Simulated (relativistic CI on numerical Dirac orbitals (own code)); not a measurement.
# Ti3+ in a cubic cluster: 3s photoemission with charge transfer

Computed with a charge-transfer multiplet model of a cubic metal-ligand cluster with up to 2 ligand holes, Slater and spin-orbit integrals from Dirac-Coulomb-Breit ions, Slater integrals scaled by 0.8. The ground state mixes d1 with configurations of k ligand holes L, whose averages lie at kΔ + k(k − 1)U_dd/2; a core hole lowers each added d electron by U_cd. 300 K, Lorentzian 1.4 eV and Gaussian 0.8 eV FWHM.

Atomic integrals in eV (Slater integrals scaled, ζ unscaled), ground: F2dd 6.578, F4dd 4.090, zeta_d 0.017; with the core hole: F2dd 6.578, F4dd 4.090, zeta_d 0.022, G2cd 8.461. Where a configuration has fewer than two d electrons, the dd integrals are those of d2.

Cluster parameters (eV): Δ = 4.4, U_dd = 4.3, U_cd = 4.9, 10Dq(ligand) = 1.2, V(eg) = 3.25, V(t2g) = -1.48, final-state hopping factor = 1.

```tsv
Case	n_d	d1	d2L	d3L2	S
10Dq = -0.05 eV	1.69	0.42	0.47	0.11	0.50
10Dq = 0.55 eV	1.67	0.43	0.46	0.10	0.50
10Dq = 0.85 eV	1.66	0.44	0.46	0.10	0.50
10Dq = 1.45 eV	1.65	0.45	0.45	0.10	0.50
10Dq = 1.75 eV	1.64	0.45	0.45	0.10	0.50
```

Weights, n_d and S are thermal averages at 300 K. Binding energies count from the first peak over 30 % of the highest in each spectrum, which can be another peak from case to case. The parameters are a model scan and need not match a compound or its usual spin state. A negative ionic 10Dq is a model choice; hopping adds the covalent part of the field. Peaks in eV (height, largest 100):
- 10Dq = -0.05 eV: 0.0 (100), 3.3 (37), 6.9 (6), 8.9 (6), 13.1 (6)
- 10Dq = 0.55 eV: 0.0 (100), 3.3 (37), 7.0 (6), 8.9 (5), 13.0 (6)
- 10Dq = 0.85 eV: 0.0 (100), 3.3 (37), 7.1 (6), 8.9 (5), 13.0 (6)
- 10Dq = 1.45 eV: 0.0 (100), 3.3 (37), 7.3 (6), 12.9 (6)
- 10Dq = 1.75 eV: 0.0 (100), 3.3 (37), 7.4 (6), 13.0 (6)

For the case 10Dq = 0.85 eV, Δ = 4.4 eV is larger than U_dd = 4.3 eV, the Mott-Hubbard side of the Zaanen-Sawatzky-Allen scheme. With the core hole the average of the configuration with one ligand hole lies at Δ − U_cd = -0.5 eV before mixing: the effective hopping of about 6.9 eV (from the holes of the mixed ground state) is comparable with this gap or larger, so the configurations mix strongly.

With at most 2 ligand holes the space is cut while the next configuration still counts, so covalency is underestimated, and a final configuration with one more ligand hole, which can lie low, is missing from the spectra.

Without intra-shell correlation the exchange splitting of the 3s hole comes out too large.
